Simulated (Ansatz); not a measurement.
`[CH3][SnH]([OH])[Cl]` + H₂O → `[OH][SnH]([OH])[Cl]` + CH₄  (formal hydrolysis of the Sn–C bond)

Calculated with Ansatz (gas phase, PBE0-D4/def2-TZVP geometries, no zero-point term in ΔE). CCSD(T)/CBS is the MP2 limit (def2-TZVPP, def2-QZVPP) plus CCSD(T) − MP2 in def2-TZVPP, frozen cores. This one scheme is used for every species. DFT in def2-TZVPP. HSE06 is defined as in plane-wave codes. Elements past krypton have def2 core potentials. For Sn outer-core shells are correlated without core-valence functions, which leaves a few kJ/mol of doubt a bond. Each species was taken in one conformer, which may not be the lowest.

```csv
level,ΔE (kJ/mol),difference from CCSD(T)/CBS
B97M-V,-50.0,-15.7
r2SCANh-D4,-41.4,-7.1
ωB97X-V,-41.2,-6.9
ωB97M-V,-38.2,-3.9
PBE,-40.2,-5.9
BLYP,-48.9,-14.6
r2SCANh,-42.1,-7.8
r2SCAN0,-38.8,-4.5
HSE06,-35.5,-1.2
BHLYP,-43.1,-8.8
HF/def2-SVP,-40.9,-6.6
MP2/def2-SVP,-48.1,-13.8
MP2/def2-TZVPP,-33.3,1.0
MP2/def2-QZVPP,-33.4,0.9
SCS-MP2/def2-QZVPP,-38.0,-3.7
HF/CBS(def2),-46.8,-12.5
CCSD(T)/CBS,-34.3,0
```

Largest T1 diagnostic among the species: 0.013.

At CCSD(T), def2-SVP lies −10.7 kJ/mol from the extrapolated value and def2-TZVPP −0.3 kJ/mol. In def2-TZVPP, CCSD(T) changes the Hartree–Fock value by +11.3 kJ/mol (the triples alone add −0.5 kJ/mol) and MP2 by +12.6 kJ/mol. From r2SCAN to r2SCAN0 (25 % exact exchange), in def2-TZVPP and without D4, ΔE moves by +5.7 kJ/mol.

CCSD(T)/CBS has its own doubt, a few kJ/mol and more with outer-core shells, so smaller differences from it don't rank the levels.
